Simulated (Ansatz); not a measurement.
The same hydrogenolysis along the group Si, Ge, Sn.

Gas-phase electronic energies from Ansatz, PBE0-D4/def2-TZVP geometries. CCSD(T)/CBS is the MP2 limit (def2-TZVPP, def2-QZVPP) plus CCSD(T) − MP2 in def2-TZVPP, frozen cores. This one scheme is used for every species. DFT in def2-TZVPP. B3LYP here is the variant with VWN-RPA as its local correlation; programs differ in this. def2 core potentials past Kr. For Ge, Sn outer-core shells are correlated without core-valence functions, which leaves a few kJ/mol of doubt a bond. Scalar relativity is left out up to krypton. One conformer a species, not always the lowest.

```tsv
reaction	B2PLYP (kcal/mol)	r2SCAN-D4 (kcal/mol)	B3LYP-D4 (kcal/mol)	CCSD/CBS(def2) (kcal/mol)	CCSD(T)/CBS(def2) (kcal/mol)
`F[Si](S)(S)S` + H₂ → `S[SiH](S)S` + H–F	29.7	31.4	30.1	28.2	28.7
`[F][Ge]([SH])([SH])[SH]` + H₂ → `[SH][GeH]([SH])[SH]` + H–F	12.1	13.8	12.5	9.4	10.2
`[F][Sn]([SH])([SH])[SH]` + H₂ → `[SH][SnH]([SH])[SH]` + H–F	10.8	12.4	11.3	8.6	9.5
```

Largest T1 diagnostic: 0.013, for `[F][Sn]([SH])([SH])[SH]`.
